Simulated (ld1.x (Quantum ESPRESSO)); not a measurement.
**O (Z = 8): variants of one PAW potential**

Base potential:

- Element: oxygen
- Generator: ld1.x (Quantum ESPRESSO) 7.5
- Type: PAW
- Functional: PBE
- Relativity: scalar-relativistic
- Frozen core: [He]
- Valence charge: 6
- Reference configuration: 2s2 2p3.5 (charge +0.5)
- Partial waves: 2s (bound): rcut 0.55, rcutus 0.60 bohr; 2s channel at -1.75 Ry: rcut 0.55, rcutus 0.60 bohr; 2p (bound): rcut 1.70, rcutus 2.05 bohr; 2p channel at -0.5 Ry: rcut 1.70, rcutus 2.05 bohr; 3d channel at 0.45 Ry: rcut 2.00, rcutus 2.35 bohr; 3d channel at 1.8 Ry: rcut 2.00, rcutus 2.35 bohr
- Local potential: all-electron potential smoothed inside 1.05 bohr (lloc = -1)
- Core correction: a·sin(br)/r model core, default radius (core density twice the valence density)
- Augmentation charge: PSQ, inside the norm-conserving radii

All-electron outer shells of the reference configuration (PBE, scalar-relativistic, ld1.x):

```tsv
shell	level (eV)	outermost node (bohr)	outermost maximum (bohr)
1s	-523.43	–	0.13
2s	-31.39	0.28	0.87
2p	-16.28	–	0.81
```

Cutoffs, loose and tight: the cutoffs (Ry, on a coarse ladder) from which the occupation-weighted sum of valence levels, in a spherical-Bessel basis at the reference potential, stays within 10 and 1 mRy of its value at 400 Ry. They do not see the model core or the augmentation charge, which bear on the density cutoff. Test errors are all-electron minus pseudo excitation energies from the reference, over the configurations 2s2 2p4; 2s2 2p3; 2s2 2p2; 2s1 2p5; 2s2 2p0; 2s2 2p4.3; 2s1 2p4. A dash means not determined; rows that change the core or the reference have their own tests. The largest error is taken over the tests solved by every variant that gives reliable tests at all: 2s1 2p4; 2s2 2p0; 2s2 2p2; 2s2 2p3.

Cutoffs are not given where the Bessel-basis levels miss the radial ones by over 6 mRy, ghosts where they miss by over 20 mRy; a channel whose overlap is not positive is not tested.

| change | outcome | cutoff, loose | cutoff, tight | bound ghosts | largest test error (meV) |
| --- | --- | --- | --- | --- | --- |
| base | generated | 100 Ry | 140 Ry | none | -79 |
| wave 2p channel at -0.5 Ry: rcut 1.70, rcutus 2.05 bohr becomes 2p channel at -1.05 Ry: rcut 1.70, rcutus 2.05 bohr | generated | 100 Ry | 140 Ry | none | -41 |
| wave 2p channel at -0.5 Ry: rcut 1.70, rcutus 2.05 bohr becomes 2p channel at -0.97 Ry: rcut 1.70, rcutus 2.05 bohr | generated | 100 Ry | 140 Ry | none | -46 |
| wave 2p channel at -0.5 Ry: rcut 1.70, rcutus 2.05 bohr becomes 2p channel at -0.64 Ry: rcut 1.70, rcutus 2.05 bohr | generated | 100 Ry | 140 Ry | none | test run stopped at test 1 of 7 (negative rho) |
| wave 2p channel at -0.5 Ry: rcut 1.70, rcutus 2.05 bohr becomes 2p channel at -0.26 Ry: rcut 1.70, rcutus 2.05 bohr | generated | 100 Ry | 140 Ry | none | -62 |
| wave 2p channel at -0.5 Ry: rcut 1.70, rcutus 2.05 bohr becomes 2p channel at 1.43 Ry: rcut 1.70, rcutus 2.05 bohr | generated | 100 Ry | 140 Ry | none | -22 |
| wave 2p channel at -0.5 Ry: rcut 1.70, rcutus 2.05 bohr becomes 2p channel at 4.62 Ry: rcut 1.70, rcutus 2.05 bohr | generated | 100 Ry | 140 Ry | none | -22 |

**Question.** What comes out with this change to the base: wave 2p channel at -0.5 Ry: rcut 1.70, rcutus 2.05 bohr becomes 2p channel at 0.21 Ry: rcut 1.70, rcutus 2.05 bohr?

**Answer.** outcome: generated, overlap not positive; bound ghosts: not determined (overlap not positive); largest test error (meV): -39. A file whose overlap is not positive is unfit for use, and its test errors describe a broken file.
